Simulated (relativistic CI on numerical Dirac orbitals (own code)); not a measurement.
Crystal-field levels of Pt5+, 5d5

Calculated by Dirac-Coulomb-Breit CI, KLI orbitals optimised for each configuration, model QED (radiative potential, 1s self-energy scaled to tabulated hydrogen-like ionisation energies), valence Slater integrals scaled by 0.9, one configuration in a parametric crystal field (own radial code). With so little scaling, terms lie 10 to 35 % too far apart, which can change the order of excited levels.

Field parameters in Wybourne normalisation: D4h B²₀ = −7Ds, B⁴₀ = 21(Dq − Dt), B⁴₄ = 21√(5/14) Dq. The field is a parameter set, without covalency.

S and J are read from ⟨S²⟩ = S(S + 1) and ⟨J²⟩ = J(J + 1) of each level; they are not fictitious spins.

D4h, 10Dq = 25600, Ds = -1500, Dt = 360 cm⁻¹, the lowest 10 levels:

```csv
E (cm⁻¹),Degeneracy,Irrep,S,J
0.0,2,Γ7,1.06,3.72
7123,2,Γ6,1.86,3.21
7479,2,Γ7,1.98,3.04
11607,2,Γ7,2.05,3.08
12362,2,Γ6,1.17,3.97
15215,2,Γ7,1.18,3.75
17909,2,Γ7,1.58,3.73
18371,2,Γ6,1.48,3.50
20823,2,Γ7,1.49,3.52
20966,2,Γ6,1.66,3.68
```

Principal g values of the ground doublet: 1.93, 1.93, 3.03.

D4h, 10Dq = 25600, Ds = -1090, Dt = 360 cm⁻¹, the lowest 16 levels:

| E (cm⁻¹) | Degeneracy | Irrep | S | J |
| --- | --- | --- | --- | --- |
| 0.0 | 2 | Γ7 | 1.07 | 3.71 |
| 6995 | 2 | Γ6 | 1.88 | 3.18 |
| 7499 | 2 | Γ7 | 1.99 | 3.03 |
| 11598 | 2 | Γ7 | 2.06 | 3.08 |
| 12588 | 2 | Γ6 | 1.11 | 4.01 |
| 14916 | 2 | Γ7 | 1.13 | 3.86 |
| 18199 | 2 | Γ7 | 1.56 | 3.62 |
| 18805 | 2 | Γ6 | 1.54 | 3.37 |
| 21127 | 2 | Γ7 | 1.54 | 3.56 |
| 21451 | 2 | Γ6 | 1.64 | 3.82 |
| 22005 | 2 | Γ6 | 1.43 | 3.13 |
| 24306 | 2 | Γ7 | 1.53 | 3.64 |
| 24910 | 2 | Γ6 | 1.33 | 3.99 |
| 26348 | 2 | Γ6 | 1.23 | 4.39 |
| 26616 | 2 | Γ7 | 1.36 | 4.04 |
| 27317 | 2 | Γ7 | 1.16 | 4.27 |

Principal g values of the ground doublet: 1.99, 1.99, 2.96.

D4h, 10Dq = 25600, Ds = -680, Dt = 360 cm⁻¹, the lowest 10 levels:

```csv
E (cm⁻¹),Degeneracy,Irrep,S,J
0.0,2,Γ7,1.07,3.70
6870,2,Γ6,1.90,3.16
7507,2,Γ7,1.99,3.03
11587,2,Γ7,2.06,3.08
12820,2,Γ6,1.07,4.05
14535,2,Γ7,1.12,3.91
18486,2,Γ7,1.52,3.55
18943,2,Γ6,1.60,3.34
21529,2,Γ7,1.59,3.61
21624,2,Γ6,1.44,3.23
```

Principal g values of the ground doublet: 2.05, 2.05, 2.87.

The free-ion ground term has S = 5/2. The field overcomes the spin-pairing energy for D4h, 10Dq = 25600, Ds = -1500, Dt = 360 cm⁻¹; D4h, 10Dq = 25600, Ds = -1090, Dt = 360 cm⁻¹; D4h, 10Dq = 25600, Ds = -680, Dt = 360 cm⁻¹, where the ground state has lower spin; these fields are assumed values.

Levels of this model without a field, named by their leading LS term: ⁶S5/2 0, ⁴G5/2 19718, ⁴G7/2 26056, ⁴P3/2 27312, ⁴G11/2 27342, ⁴G5/2 28246, ⁴G9/2 28701, ⁴P1/2 31185 cm⁻¹.
